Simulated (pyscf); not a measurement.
This saddle point was located with ωB97X-D3(BJ)/def2-SVP in PySCF.

```
Si
O 1 1.5183
O 1 1.6051 2 152.19
H 3 1.4521 1 62.53 2 -179.96
```
Charge 0, spin multiplicity 2.

Surface: doublet, charge 0. Lowest wavenumbers (cm⁻¹): 1391i, 302, 347, 893, 1325.

Task: Name the species on either side of this saddle.

Result: [O=Si–OH]• ⇌ [O–SiH=O]•, a hydrogen shift read from left to right: H–O broken and H–Si formed. At CCSD(T)/def2-TZVPP + ΔMP2(QZVPP) it lies +204.8 kJ/mol from the left side and +49.9 kJ/mol from the right (each side as separated species at their lowest minima found). One saddle was located; it need not be the lowest between these sides. The CCSD(T) − MP2 part came from Ansatz, without density fitting, on the same reference.
